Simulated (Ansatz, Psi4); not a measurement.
Two geometries of Ge(OH)4, SMILES [OH][Ge]([OH])([OH])[OH], relaxed at B3LYP-D3(BJ)/def2-SVP with one dihedral held; other torsions can differ between them too.

Structure A

```
9

O     -0.5380     1.2336    -0.8164
Ge    -0.1267    -0.1986     0.1294
O      1.1211     0.0496     1.3478
O      0.4680    -1.3800    -1.0388
O     -1.5614    -0.6883     1.0403
H     -0.3744     1.0888    -1.7589
H      0.7326     0.2419     2.2124
H      1.0871    -2.0079    -0.6420
H     -2.3775    -0.4228     0.5947
```

Structure B

```
9

O      0.2078     1.4501    -1.0826
Ge     0.1585    -0.0848    -0.2138
O     -1.0267     0.1250     1.0762
O     -0.3709    -1.4871    -1.1468
O      1.8112    -0.4328     0.2990
H      1.0215     1.5499    -1.5954
H     -1.0826     1.0458     1.3672
H     -1.3254    -1.6233    -1.0676
H      1.9628    -1.3852     0.3751
```

### Question
Which is lower in energy at the level CCSD(T) on RHF/cc-pVTZ, cores with 3d frozen // B3LYP-D3(BJ)/def2-SVP run with Ansatz (a quantum-chemistry and plane-wave program), and by how much?

### Answer
B is lower, by 2.03 kJ/mol (dihedral O3–Ge2–O1–H6: 120° in A, 160° in B).

E(B) − E(A) in kJ/mol at the other levels, on the same two geometries: B3LYP/def2-TZVP // B3LYP-D3(BJ)/def2-SVP (Psi4) -1.80; B3LYP-D3(BJ)/def2-TZVP // B3LYP-D3(BJ)/def2-SVP (Psi4) -1.78; PBE/def2-TZVP // B3LYP-D3(BJ)/def2-SVP (Psi4) -1.79; PBE-D3(BJ)/def2-TZVP // B3LYP-D3(BJ)/def2-SVP (Psi4) -1.77; M06-2X/def2-TZVP // B3LYP-D3(BJ)/def2-SVP (Psi4) -1.69; RHF/cc-pVTZ // B3LYP-D3(BJ)/def2-SVP (Ansatz) -1.72; MP2 on RHF/cc-pVTZ, cores with 3d frozen // B3LYP-D3(BJ)/def2-SVP (Ansatz) -2.06; CCSD on RHF/cc-pVTZ, cores with 3d frozen // B3LYP-D3(BJ)/def2-SVP (Ansatz) -2.00.
